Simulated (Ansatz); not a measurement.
Ansatz (an electronic-structure program) input (MP2/6-31G*):

Ansatz 0.2 input:
```yaml
crystal:
  periodic: [false, false, false]
  atoms:
    - {symbol: B, position_ang: [-0.96009521, 0.13120463, -0.01370137]}
    - {symbol: N, position_ang: [0.63504834, -0.13477306, -0.03981207]}
    - {symbol: H, position_ang: [-1.21385758, 1.20242986, -0.47732170]}
    - {symbol: H, position_ang: [-1.43957867, -0.29568526, 0.99363338]}
    - {symbol: H, position_ang: [0.83054334, -1.10846828, 0.17477974]}
    - {symbol: H, position_ang: [1.17231349, 0.43494880, 0.62287371]}
    - {symbol: H, position_ang: [1.00571709, 0.05416318, -0.96677382]}
basis:
  gaussian:
    orbitals: 6-31G*
magnetization: {spin_polarized: true, initial_magnetization: 1}
correlation: {method: mp2, electrons: outside_noble_gas}
relax: {f_tol: 0.003, max_steps: 120}
```

Output:

```
Functional definition: HF
these checks for a lower state are left out or cut short: cluster_reference
integrals: 0.01 GiB planned
495 factors; integrals over basis functions are off by at most 3.9e-4 eV
mean field: 0.08 GiB planned
mean field evaluation 1: about -2228.9603 eV, gradient 1.5e1 eV
mean field evaluation 2: about -2228.9958 eV, gradient 1.5e1 eV
mean field evaluation 4: about -2230.5360 eV, gradient 1.9e0 eV
mean field evaluation 8: about -2230.5696 eV, gradient 1.3e-3 eV
mean field -2230.56958412 eV, -81.9719202820 hartree, gradient 2.5e-6 eV, S^2 0.757590; 0 other end points of the search recorded, 0 dependent functions left out
2 core orbitals not correlated
reference -2230.56958412 eV, -81.9719202820 hartree; 7, 6 occupied and 31, 32 virtual orbitals, 495 factors
densities: 0.06 GiB planned
second order -6.61452924 eV of doubles, -0.00000000 eV of singles
the calculation of the forces begins
mean field evaluation 16: about -2230.5696 eV, gradient 2.5e-6 eV
relax step   1: F+E_penalty+E_count = -2237.18411336 eV  Δ(F+E_penalty+E_count) = +0.000e0 eV  max|allowed force component| = 2.747e-1 eV/Å  Δτ_max = 0.0000 Å  (45 SCF iters, accepted)
these checks for a lower state are left out or cut short: starts, cluster_reference, orbital_swaps, neighbouring_geometries, increment
integrals: 0.01 GiB planned
495 factors; integrals over basis functions are off by at most 3.9e-4 eV
mean field: 0.08 GiB planned
mean field -2230.58510248 eV, -81.9724905712 hartree, gradient 1.4e-6 eV, S^2 0.756546; 0 other end points of the search recorded, 0 dependent functions left out
2 core orbitals not correlated
reference -2230.58510248 eV, -81.9724905712 hartree; 7, 6 occupied and 31, 32 virtual orbitals, 495 factors
densities: 0.06 GiB planned
second order -6.61059197 eV of doubles, -0.00000000 eV of singles
the calculation of the forces begins
relax step   2: F+E_penalty+E_count = -2237.19569445 eV  Δ(F+E_penalty+E_count) = -1.158e-2 eV  max|allowed force component| = 2.193e-1 eV/Å  Δτ_max = 0.0398 Å  (40 SCF iters, accepted)
these checks for a lower state are left out or cut short: starts, cluster_reference, orbital_swaps, neighbouring_geometries, increment
integrals: 0.01 GiB planned
495 factors; integrals over basis functions are off by at most 3.9e-4 eV
mean field: 0.08 GiB planned
mean field evaluation 32: about -2230.5913 eV, gradient 2.7e-3 eV
mean field -2230.59126573 eV, -81.9727170664 hartree, gradient 1.9e-6 eV, S^2 0.756405; 0 other end points of the search recorded, 0 dependent functions left out
2 core orbitals not correlated
reference -2230.59126573 eV, -81.9727170664 hartree; 7, 6 occupied and 31, 32 virtual orbitals, 495 factors
densities: 0.06 GiB planned
second order -6.60663451 eV of doubles, -0.00000000 eV of singles
the calculation of the forces begins
relax step   3: F+E_penalty+E_count = -2237.19790024 eV  Δ(F+E_penalty+E_count) = -2.206e-3 eV  max|allowed force component| = 4.135e-2 eV/Å  Δτ_max = 0.0141 Å  (35 SCF iters, accepted)
these checks for a lower state are left out or cut short: starts, cluster_reference, orbital_swaps, neighbouring_geometries, increment
integrals: 0.01 GiB planned
495 factors; integrals over basis functions are off by at most 3.9e-4 eV
mean field: 0.08 GiB planned
mean field -2230.59208357 eV, -81.9727471217 hartree, gradient 1.7e-6 eV, S^2 0.756395; 0 other end points of the search recorded, 0 dependent functions left out
2 core orbitals not correlated
reference -2230.59208357 eV, -81.9727471217 hartree; 7, 6 occupied and 31, 32 virtual orbitals, 495 factors
densities: 0.06 GiB planned
second order -6.60611571 eV of doubles, -0.00000000 eV of singles
the calculation of the forces begins
relax step   4: F+E_penalty+E_count = -2237.19819928 eV  Δ(F+E_penalty+E_count) = -2.990e-4 eV  max|allowed force component| = 2.726e-2 eV/Å  Δτ_max = 0.0049 Å  (31 SCF iters, accepted)
these checks for a lower state are left out or cut short: starts, cluster_reference, orbital_swaps, neighbouring_geometries, increment
integrals: 0.01 GiB planned
495 factors; integrals over basis functions are off by at most 3.9e-4 eV
mean field: 0.08 GiB planned
mean field -2230.59225736 eV, -81.9727535084 hartree, gradient 2.6e-6 eV, S^2 0.756444; 0 other end points of the search recorded, 0 dependent functions left out
2 core orbitals not correlated
reference -2230.59225736 eV, -81.9727535084 hartree; 7, 6 occupied and 31, 32 virtual orbitals, 495 factors
densities: 0.06 GiB planned
second order -6.60587191 eV of doubles, -0.00000000 eV of singles
the calculation of the forces begins
relax step   5: F+E_penalty+E_count = -2237.19812927 eV  Δ(F+E_penalty+E_count) = +7.001e-5 eV  max|allowed force component| = 3.186e-2 eV/Å  Δτ_max = 0.0057 Å  (31 SCF iters, rejected (line search))
these checks for a lower state are left out or cut short: starts, cluster_reference, orbital_swaps, neighbouring_geometries, increment
integrals: 0.01 GiB planned
495 factors; integrals over basis functions are off by at most 3.9e-4 eV
mean field: 0.08 GiB planned
mean field evaluation 64: about -2230.5928 eV, gradient 2.2e-6 eV
mean field -2230.59275236 eV, -81.9727716991 hartree, gradient 2.2e-6 eV, S^2 0.756398; 0 other end points of the search recorded, 0 dependent functions left out
2 core orbitals not correlated
reference -2230.59275236 eV, -81.9727716991 hartree; 7, 6 occupied and 31, 32 virtual orbitals, 495 factors
densities: 0.06 GiB planned
second order -6.60549177 eV of doubles, -0.00000000 eV of singles
the calculation of the forces begins
relax step   6: F+E_penalty+E_count = -2237.19824413 eV  Δ(F+E_penalty+E_count) = -4.484e-5 eV  max|allowed force component| = 4.589e-3 eV/Å  Δτ_max = 0.0028 Å  (31 SCF iters, accepted)
these checks for a lower state are left out or cut short: starts, cluster_reference, orbital_swaps, neighbouring_geometries, increment
integrals: 0.01 GiB planned
495 factors; integrals over basis functions are off by at most 3.9e-4 eV
mean field: 0.08 GiB planned
mean field -2230.59290133 eV, -81.9727771737 hartree, gradient 1.6e-6 eV, S^2 0.756393; 0 other end points of the search recorded, 0 dependent functions left out
2 core orbitals not correlated
reference -2230.59290133 eV, -81.9727771737 hartree; 7, 6 occupied and 31, 32 virtual orbitals, 495 factors
densities: 0.06 GiB planned
second order -6.60534557 eV of doubles, -0.00000000 eV of singles
the calculation of the forces begins
relax step   7: F+E_penalty+E_count = -2237.19824690 eV  Δ(F+E_penalty+E_count) = -2.778e-6 eV  max|allowed force component| = 3.993e-4 eV/Å  Δτ_max = 0.0011 Å  (32 SCF iters, accepted)
these checks for a lower state are left out or cut short: cluster_reference
integrals: 0.01 GiB planned
495 factors; integrals over basis functions are off by at most 3.9e-4 eV
mean field: 0.08 GiB planned
mean field -2230.59290133 eV, -81.9727771737 hartree, gradient 1.6e-6 eV, S^2 0.756393; 1 other end points of the search recorded, 0 dependent functions left out
2 core orbitals not correlated
reference -2230.59290133 eV, -81.9727771737 hartree; 7, 6 occupied and 31, 32 virtual orbitals, 495 factors
densities: 0.06 GiB planned
second order -6.60534557 eV of doubles, -0.00000000 eV of singles
the calculation of the forces begins
Total energy: -2237.19824690 eV, -82.2155191463 hartree
Atom 0 at    -0.986030     0.105564    -0.043795 Å, force    -0.000119     0.000055     0.000038 eV/Å
Atom 1 at     0.635018    -0.143147    -0.048345 Å, force     0.000288    -0.000342    -0.000304 eV/Å
Atom 2 at    -1.200297     1.213688    -0.452119 Å, force     0.000045    -0.000072     0.000040 eV/Å
Atom 3 at    -1.424282    -0.272907     1.007524 Å, force     0.000061     0.000033    -0.000063 eV/Å
Atom 4 at     0.846886    -1.115456     0.175812 Å, force    -0.000117     0.000173    -0.000256 eV/Å
Atom 5 at     1.135896     0.443325     0.625816 Å, force     0.000021     0.000389     0.000399 eV/Å
Atom 6 at     1.022899     0.052752    -0.971216 Å, force    -0.000179    -0.000236     0.000146 eV/Å
Dipole moment:     1.191938    -0.169195     0.010586 e Å
Checks for a lower state left out: cluster_reference
```

The geometry given is a B3LYP-D3(BJ)/def2-TZVP minimum.
